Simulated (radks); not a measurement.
Question: All-electron atom: Te40+ in [Ne] 3s1 4p1 (not the ground configuration). Method: Dirac Kohn-Sham, PBE, spin-unpolarised, spherical densities, point nucleus; open shells are shared between the two j in proportion to 2j + 1; computed with a radial shooting solver on a logarithmic mesh with Libxc functionals. Some entries of the table are withheld. Estimate them.

orbital      occ.  eigenvalue (eV)  r(max) (bohr)  <r> (bohr)
1s1/2           2        -34218.16            (1)     0.02779
2s1/2           2              (2)            (3)         (4)
2p1/2           2        -7031.613        0.07714         (5)
2p3/2           4        -6746.351        0.08171         (6)
3s1/2           1              (7)         0.2690      0.2824
4p1/2    0.333333        -1544.435         0.5189      0.5115
4p3/2    0.666667        -1515.024         0.5301      0.5218

Answer: 
(1) 1s1/2 r(max) (bohr): 0.01793
(2) 2s1/2 eigenvalue (eV): -7300.197
(3) 2s1/2 r(max) (bohr): 0.1006
(4) 2s1/2 <r> (bohr): 0.1173
(5) 2p1/2 <r> (bohr): 0.09882
(6) 2p3/2 <r> (bohr): 0.1041
(7) 3s1/2 eigenvalue (eV): -2950.845
